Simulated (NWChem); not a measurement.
# Ionisation of 1,1-difluoroethane (C₂H₄F₂)

```xyz
8

C     -0.2826     1.3477     0.0000
C     -0.3226    -0.1618     0.0000
F      0.3218    -0.6507    -1.1072
F      0.3218    -0.6507     1.1072
H      0.7727     1.6836     0.0000
H     -0.7881     1.7459    -0.9006
H     -0.7881     1.7459     0.9006
H     -1.3583    -0.5777     0.0000
```
Charge 0, spin multiplicity 1.

Program: NWChem. The geometry was optimised at PBE/def2-SVP, a minimum by its harmonic frequencies.

Basis set: def2-TZVP. The species with one electron less has spin multiplicity 2 and keeps the geometry of the parent. Δ marks differences of total energies (open shells unrestricted). −ε marks an orbital energy of the parent. That orbital need not have the symmetry of the hole or added electron in the Δ rows.

B3LYP has NWChem's definition, with VWN1-RPA local correlation. No SCF solution was tested for a lower state.

Problem. One of these methods gave a first vertical ionisation energy of 9.44 eV. Which?
A) −ε(HOMO) of HF
B) ΔPBE
C) −ε(HOMO) of B3LYP
D) −ε(HOMO) of PBE

Solution. C, −ε(HOMO) of B3LYP. The others give 13.97 (−ε(HOMO) of HF), 7.88 (−ε(HOMO) of PBE), 11.71 (ΔPBE).
